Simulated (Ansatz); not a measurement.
def2 core potentials replace the inner electrons of Bi.

Z-matrix (Å, degrees):
```
Bi
O 1 2.0971
H 2 0.9674 1 108.35
O 1 2.0994 2 96.00 3 -22.07
H 4 0.9658 1 110.40 2 -74.26
```
Charge 0, spin multiplicity 2.

### Question
Give the highest occupied spin orbital, dipole moment and total energy at the level Ansatz (a first-principles code) with CAM-B3LYP-D3(BJ)/def2-TZVP // PBE0-D3(BJ)/def2-SVP.

### Answer

```json
{
 "highest_occupied_spin_orbital": "-6.81 eV",
 "dipole_moment": "1.91 D",
 "total_energy": "-366.2954 Ha"
}
```
